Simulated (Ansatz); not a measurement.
CH5BFNSi, SMILES `F/C=N\B[SiH3]`, relaxed with RKS PBE0-D4/def2-TZVP in the Gaussian-basis code of Ansatz from a PBE-D4/def2-SVP geometry. The force threshold is 0.005 eV/Å; the program also tests the step.

Charge 0, multiplicity 1.

Start:

```xyz
10

F    -0.507    3.006   -0.570
C     0.324    2.003   -0.910
N     0.002    0.803   -0.819
B    -0.379   -0.499   -0.653
Si   -0.021   -1.451    1.106
H     1.299    2.386   -1.270
H    -0.922   -1.075   -1.581
H    -1.305   -2.009    1.669
H     0.596   -0.548    2.145
H     0.912   -2.616    0.883
```

```tsv
step	energy (eV)	largest force (eV/Å)	largest move (Å)
1	-13871.7752	1.019	0.000
2	-13871.8174	0.174	0.030
3 (rejected)	-13871.7573	1.127	0.084
4	-13871.8191	0.124	0.018
5 (rejected)	-13871.8140	0.114	0.073
6	-13871.8202	0.084	0.009
7	-13871.8204	0.018	0.024
8	-13871.8204	0.018	0.005
9	-13871.8205	0.009	0.004
10	-13871.8205	0.010	0.004
11	-13871.8205	0.016	0.009
12	-13871.8205	0.014	0.006
13 (rejected)	-13871.8204	0.013	0.013
14	-13871.8206	0.006	0.006
15 (rejected)	-13871.8205	0.010	0.004
16	-13871.8206	0.003	0.002
```

End:

```xyz
10

F    -0.533    2.969   -0.580
C     0.313    1.984   -0.900
N     0.004    0.801   -0.809
B    -0.358   -0.499   -0.651
Si   -0.017   -1.444    1.102
H     1.268    2.378   -1.239
H    -0.871   -1.058   -1.579
H    -1.302   -1.938    1.672
H     0.637   -0.562    2.107
H     0.858   -2.630    0.877
```

Hardware: 4 threads of an Arm Neoverse V1 on a shared host. Wall time 53 s, peak host memory 0.41 GiB.
